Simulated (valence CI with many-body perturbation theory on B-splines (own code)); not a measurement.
Hyperfine factors and g values of Eu12+

Calculated by valence CI with perturbative core correlation (CI+MBPT): five valence electrons over a frozen Dirac-Fock core [Kr] 4d10, a basis of 7 s, 7 p, 7 d, 7 f, 4 g, 2 h functions for each j, with the one-electron correlation potential Σ1, the two-electron term Σ2, the three-electron term Σ3, Breit, model QED; selected CI, second order for the rest, scaled by the run's own slope (own B-spline code, finite nucleus).

No measured spectrum was set against this ion. As an estimate, terms of the open shell hold to a few per cent of their energy, and close levels can change places. Among the levels kept, up to 2600 cm⁻¹ of a level comes from second order outside the variational space, and about a tenth of that is noise between levels of different J, which matters for small intervals.

A/g_I is the dipole constant over the nuclear g factor μ/I (μ in nuclear magnetons, uniformly magnetised nucleus), B/Q the quadrupole constant per barn. Both hold the static response of the core; the bare values leave it out. Large factors of s and p1/2 electrons are usually good to 5 to 10 %; those of open d and f shells near neutrality can be off by tens of per cent, and small factors of p3/2, d and f electrons come from cancelling terms and can be off by a factor of two or in sign, in half-filled shells by more. B is blank for J = 1/2, where it vanishes, and for nearly pure S terms. Energies count from the lowest level.

Names give the largest LS component (configuration and term), which can be under half, so a name can repeat, a term be missing and a line seem to break the LS rules; names also repeat where a configuration has a term twice. Letters in brackets count levels of one name in rising energy.

| Level | E (cm⁻¹) | g | A/g_I (MHz) | A/g_I bare | B/Q (MHz/b) | B/Q bare |
| --- | --- | --- | --- | --- | --- | --- |
| 4f3 5s2 4I°_9/2 | 0.0 | 0.734 | 1240 | 1110 | 605 | 511 |
| 4f3 5s2 4I°_11/2 | 3949 | 0.966 | 954 | 1010 | 634 | 518 |
| 4f3 5s2 4I°_13/2 | 7997 | 1.105 | 783 | 950 | 713 | 569 |
| 4f3 5s2 4I°_15/2 | 12076 | 1.196 | 680 | 925 | 828 | 653 |
| 4f3 5s2 4F°_3/2 | 19201 | 0.446 | 1460 | 1030 | -419 | -344 |
| 4f3 5s2 2H°_9/2 [a] | 20629 | 0.997 | 991 | 1100 | -592 | -493 |
| 4f3 5s2 4F°_5/2 | 21486 | 1.032 | 825 | 914 | -386 | -323 |
| 4f3 5s2 4F°_7/2 | 23310 | 1.193 | 687 | 932 | -795 | -670 |
| 4f3 5s2 4S°_3/2 | 23359 | 1.925 | -111 | 778 |  |  |
| 4f3 5s2 4F°_9/2 | 25868 | 1.230 | 651 | 929 | -683 | -572 |
| 4f3 5s2 2H°_11/2 [a] | 27414 | 1.100 | 753 | 903 | -161 | -151 |
| 4f3 5s2 4G°_5/2 | 28985 | 0.576 | 1360 | 1060 | -121 | -89.4 |
| 4f3 5s2 2G°_7/2 [a] | 29175 | 0.957 | 951 | 990 | -89.8 | -62.1 |
| 4f3 5s2 2K°_13/2 | 32067 | 0.935 | 971 | 992 | 2140 | 1770 |
| 4f3 5s2 4G°_7/2 | 32824 | 0.959 | 875 | 890 | -625 | -522 |
| 4f3 5s2 4G°_9/2 | 33902 | 1.148 | 733 | 936 | 191 | 159 |
| 4f3 5s2 2D°_3/2 [a] | 35592 | 1.061 | 718 | 805 | -218 | -177 |
| 4f3 5s2 2K°_15/2 | 36035 | 1.059 | 822 | 947 | 2330 | 1900 |
| 4f3 5s2 2G°_9/2 [a] | 36996 | 1.134 | 683 | 850 | -819 | -677 |
| 4f3 5s2 4G°_11/2 | 37782 | 1.254 | 628 | 929 | -33.2 | -43.6 |
| 4f3 5s2 2P°_1/2 | 39228 | 0.603 | 2050 | 2040 |  |  |
| 4f3 5s2 2D°_5/2 [a] | 40531 | 1.193 | 680 | 923 | -1050 | -862 |
| 4f3 5s2 2P°_3/2 | 45555 | 1.092 | 719 | 846 | -404 | -323 |
| 4f3 5s2 4D°_3/2 | 47569 | 1.114 | 919 | 1140 | 152 | 131 |
| 4f3 5s2 4D°_5/2 | 47673 | 1.311 | 665 | 1050 | 691 | 571 |
| 4f3 5s2 2I°_11/2 | 48305 | 0.956 | 902 | 926 | 1510 | 1230 |
| 4f3 5s2 4D°_1/2 | 49150 | 0.058 | 2390 | 1810 |  |  |
| 4f3 5s2 2L°_15/2 | 49878 | 0.949 | 904 | 921 | 3540 | 2920 |
| 4f3 5s2 2I°_13/2 | 51232 | 1.074 | 824 | 970 | 1380 | 1140 |
| 4f3 5s2 4D°_7/2 | 52388 | 1.422 | 355 | 768 | 1860 | 1520 |
| 4f3 5s2 2L°_17/2 | 52608 | 1.058 | 818 | 941 | 3810 | 3130 |
| 4f3 5s2 2H°_9/2 [b] | 54833 | 0.913 | 933 | 914 | 839 | 693 |
| 4f3 5s2 2D°_3/2 [b] | 57073 | 0.889 | 910 | 847 | 265 | 210 |
| 4f3 5s2 2H°_11/2 [b] | 57927 | 1.062 | 782 | 898 | 646 | 535 |
| 4f3 5s2 2D°_5/2 [b] | 58625 | 1.153 | 795 | 1030 | 417 | 329 |
| 4f3 5s2 2F°_5/2 [a] | 65864 | 0.955 | 938 | 968 | 1150 | 955 |
| 4f3 5s2 2F°_7/2 [a] | 68147 | 1.144 | 723 | 919 | 486 | 392 |
| 4f3 5s2 2G°_9/2 [b] | 79936 | 1.108 | 793 | 971 | 1310 | 1080 |
| 4f3 5s2 2G°_7/2 [b] | 81828 | 0.892 | 907 | 855 | 1600 | 1310 |
| 4f4 5s 6I_7/2 | 89967 | 0.448 | -11400 | -11000 | -584 | -459 |

Problem. Take the isotope of mass number 151, with I = 5/2, μ = 3.4635 μN and Q = 0.903 b. What is the hyperfine structure of 4f3 5s2 4I°_15/2?

Solution. From the table A = 941 MHz, B = 748 MHz. Shifts from the centre of gravity in MHz: F = 5: -19700, F = 6: -14300, F = 7: -7890, F = 8: -434, F = 9: 8120, F = 10: 17800.
